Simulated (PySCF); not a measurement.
Sn(F)(Cl)(NH2)2 (ClFH4N2Sn), SMILES [NH2][Sn]([NH2])([F])[Cl]. Geometry optimised at r2SCAN-D4/def2-SVP. The structure was generated by enumeration; whether it is a known compound was not checked. The def2 effective core potentials stand for the cores of Sn; spin–orbit coupling is left out. One conformer was computed; it need not be the lowest.

Computed equilibrium geometry at r2SCAN-D4/def2-SVP (PySCF confirms it by a frequency run) as Cartesian coordinates in Å (one conformer of several):
```xyz
9

N     -1.7182    -1.2483    -0.2984
Sn    -0.0329    -0.2101     0.1046
N      1.6188    -1.3204    -0.2329
F     -0.2677     0.3054     1.9619
Cl     0.2911     1.8034    -1.0690
H     -1.8546    -1.3763    -1.3028
H     -2.5410    -0.7612     0.0622
H      1.7403    -2.0438     0.4783
H      2.4584    -0.7388    -0.2316
```
Charge 0, spin multiplicity 1.
